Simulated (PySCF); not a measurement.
Job file and geometry (Å, from PBE0-D3(BJ)/def2-SVP) of an NMR shielding run on `[H][Al]([H])[N]=C=S`, CH₂AlNS, PySCF 2.14.0, density-fitted response routines, GIAO PBE/pcSseg-1 Al:pcSseg-2 NMR shielding, non-relativistic, gas phase; density fitting, a coarse starting grid and PySCF grid level 2 are the driver's defaults:

```
{"job": {"kind": "nmr", "xc": "PBE", "basis": {"default": "pcSseg-1", "Al": "pcSseg-2"}, "pop": false}, "charge": 0, "multiplicity": 1}
Al     0.658545     1.142246     0.001463
H      2.233423     1.057641     0.044671
H     -0.190779     2.471025    -0.041255
N     -0.243518    -0.407714    -0.012793
C     -0.838248    -1.447686    -0.002361
S     -1.619413    -2.815512     0.010275
```

Question: What does the program print?

Answer: 
```
coarse grid: 6640 points
cycle   1  E = -734.2100317334  dE =  3.415e-01  |g| = 4.390e-01  |ddm| = 2.507e+00
cycle   2  E = -734.0601991867  dE =  1.498e-01  |g| = 9.396e-01  |ddm| = 8.294e-01
cycle   3  E = -734.2275441456  dE = -1.673e-01  |g| = 2.885e-01  |ddm| = 6.962e-01
cycle   4  E = -734.2509038936  dE = -2.336e-02  |g| = 9.769e-02  |ddm| = 3.579e-01
cycle   5  E = -734.2533762113  dE = -2.472e-03  |g| = 3.898e-02  |ddm| = 1.246e-01
cycle   6  E = -734.2538020139  dE = -4.258e-04  |g| = 4.556e-03  |ddm| = 3.682e-02
cycle   7  E = -734.2538086932  dE = -6.679e-06  |g| = 1.414e-03  |ddm| = 6.869e-03
final grid: 56584 points
cycle   8  E = -734.2838274256  dE = -6.330e-06  |g| = 8.414e-03  |ddm| = 2.212e-02
cycle   9  E = -734.2836804413  dE =  1.470e-04  |g| = 2.395e-02  |ddm| = 2.592e-02
cycle  10  E = -734.2838384522  dE = -1.580e-04  |g| = 4.347e-03  |ddm| = 2.440e-02
cycle  11  E = -734.2838441176  dE = -5.665e-06  |g| = 1.246e-03  |ddm| = 3.702e-03
cycle  12  E = -734.2838445654  dE = -4.478e-07  |g| = 2.197e-04  |ddm| = 1.375e-03
cycle  13  E = -734.2838445761  dE = -1.071e-08  |g| = 3.888e-05  |ddm| = 2.266e-04
cycle  14  E = -734.2838445765  dE = -3.843e-10  |g| = 1.001e-05  |ddm| = 5.151e-05
converged SCF energy = -734.2838445765

GIAO shielding tensors (ppm)
atom      isotropic    diamagn.    paramagn.     s11        s22        s33       span
  0 Al     365.655     794.873    -429.218    250.812    385.930    460.221    209.409
  1 H       26.483      27.812      -1.329     23.546     24.634     31.271      7.725
  2 H       26.496      27.807      -1.312     23.554     24.639     31.295      7.741
  3 N      106.251     328.744    -222.494    -17.720     24.040    312.432    330.152
  4 C       33.027     264.221    -231.194    -88.845    -84.795    272.721    361.566
  5 S      687.433    1056.343    -368.909    563.093    581.382    917.826    354.733
```

Question: Turn these shieldings into chemical shifts. Referencing at the same level of theory: ²⁷Al (σ = 560.82 ppm) vs [Al(H2O)6]3+; ¹H (σ = 31.20 ppm) and ¹³C (σ = 180.03 ppm) against TMS; NH3 for ¹⁵N (σ = 265.06 ppm); ³³S (σ = 490.84 ppm) against CS2.

Answer: Averaging equivalent atoms: Al 0: 195.2; H 1/2: 4.71; N 3: 158.8; C 4: 147.0; S 5: -197 ppm. Experimental scales use liquid or dissolved standards, which lie at an offset from isolated NH3 (liquid NH3: subtract about 20 ppm). Unscaled 15N shifts of sp2 nitrogen come out 20 to 40 ppm too high even then.

Size and cost of the density-fitted run: 111 basis functions, 9.1 s wall time on 1 thread of an Arm Neoverse N1, shared host.
